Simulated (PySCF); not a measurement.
A calculated (M06-2X, PySCF 2.14, x2c-TZVPall, the spin-free X2C one-electron Hamiltonian (Gaussian nucleus)) atom or ion has these occupied shells.

| shell | electrons | orbital energy (eV) | rms radius, mean of both spins (bohr) |
| --- | --- | --- | --- |
| 1s | 2 | -11083.5 | 0.0542 |
| 2s | 2 | -1429.6 | 0.228 |
| 2p | 6 | -1254.0 | 0.203 |
| 3s | 2 | -202.73 | 0.670 |
| 3p | 6 | -148.22 | 0.700 |
| 3d | 10 | -57.250 | 0.812 |
| 4s | 2 | -30.601 | 2.14 |

Task: Name the element and its charge.

Result: Ge²⁺ (germanium, charge +2), in [Ar] 3d10 4s2, closed-shell 1S.
